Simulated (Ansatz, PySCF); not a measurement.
Breaking the Cd1–H2 bond in CdH4Si (SMILES [SiH3][CdH]) (multiplicity 1 held, fragments rigid). Energies count from the point at 1.699 Å.
Geometry at that point (charge 0, multiplicity 1):
```csv
atom,x (Å),y (Å),z (Å)
Cd,-0.5664,-0.3105,-0.0798
H,-2.0453,-1.1213,-0.2881
Si,1.6349,0.8963,0.2303
H,2.2491,0.5938,1.5500
H,1.4709,2.3720,0.1537
H,2.6257,0.5132,-0.8099
```

Unrestricted levels (U-) break spin symmetry where that is lower. Curves can end on different states.

Rows in LANL2DZ carry no dispersion term and start afresh at each structure. LANL2DZ brings its own core potentials from Na on.

Run with Ansatz (an electronic-structure program) with Gaussian orbitals; PySCF for LANL2DZ rows.  In def2 rows elements past Kr take small-core potentials, without spin–orbit coupling.

### Question
One of these levels gives 286.3 kJ/mol for the energy at R = 5.438 Å. Which?
A. U-HF/LANL2DZ
B. R-B3LYP/LANL2DZ
C. U-PBE/def2-TZVPP

### Answer
C, U-PBE/def2-TZVPP. The others give 212.4 (U-HF/LANL2DZ), 405.9 (R-B3LYP/LANL2DZ)

Doubts at one or more of the structures used: a spin-contaminated determinant (U-HF/LANL2DZ, U-PBE/def2-TZVPP).
